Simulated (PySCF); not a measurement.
C4H8IN.
SMILES with atom numbers: `[CH2:1]=[C:2]([I:3])[N:4]([CH3:5])[CH3:6]` (hydrogens: H7, H8 on C1; H9, H10, H11 on C5; H12, H13, H14 on C6)

A GFN2-xTB structure with every atom displaced at random (by about 0.01 Å) was refined with PBE0-D3(BJ)/def2-SVP geometry optimisation, gas phase, def2 core potentials past Kr (PySCF 2.14.0). Values at the start:

| coordinate | start |
| --- | --- |
| C1=C2 | 1.338 Å |
| C1–H7 | 1.078 Å |
| C1–H8 | 1.067 Å |
| C2–I3 | 2.202 Å |
| C2–N4 | 1.338 Å |
| N4–C5 | 1.474 Å |
| C5–H9 | 1.076 Å |
| C5–H11 | 1.119 Å |
| C1–C2–I3 | 117.0° |
| C1–C2–N4 | 125.8° |
| C2–N4–C5 | 114.3° |
| I3–C2–N4 | 117.2° |
| C5–N4–C6 | 111.2° |
| C1–C2–N4–C5 | 110° |

Question: How do these coordinates change at the PBE0-D3(BJ)/def2-SVP level?

Answer: 
| coordinate | PBE0-D3(BJ)/def2-SVP (Å or °) | change |
| --- | --- | --- |
| C2–N4 | 1.376 | +0.038 |
| N4–C5 | 1.447 | -0.027 |
| C1–H8 | 1.090 | +0.023 |
| C5–H9 | 1.098 | +0.022 |
| C1–H7 | 1.094 | +0.016 |
| C5–H11 | 1.109 | -0.010 |
| C1=C2 | 1.330 | -0.008 |
| C2–I3 | 2.207 | +0.005 |
| C5–N4–C6 | 114.5 | +3.3 |
| C2–N4–C5 | 115.4 | +1.1 |
| I3–C2–N4 | 116.4 | -0.8 |
| C1–C2–N4 | 126.5 | +0.7 |
| C1–C2–I3 | 117.1 | +0.1 |
| C1–C2–N4–C5 | 112 | +2 |

The energy falls by 2.8 kcal/mol over 8 energy and gradient evaluations, the largest force component goes from 0.0552 to 2.1e-04 Eh/bohr, and the atoms move by 0.049 Å rms after alignment. The bond that changes most is C2–N4 (vinylic carbon bearing nitrogen to enamine nitrogen), which lengthens by 0.038 Å. Bonds longer at the end by more than 0.005 Å: 9 of 13; shorter: 4. Rotational constants go from 3254, 1220, 1077 to 3276, 1187, 1056 MHz.

The run used 136 basis functions and 58 SCF cycles in all. The run took 53 s on one thread of an Intel Xeon 6975P-C (shared host), and the process peaked at 0.61 GiB of memory.

No frequency check.

Shape of the structure used: `[CH2:1]=[C:2]([I:3])[N:4]([CH3:5])[CH3:6]`: C1–C2–N4–C5 112°.
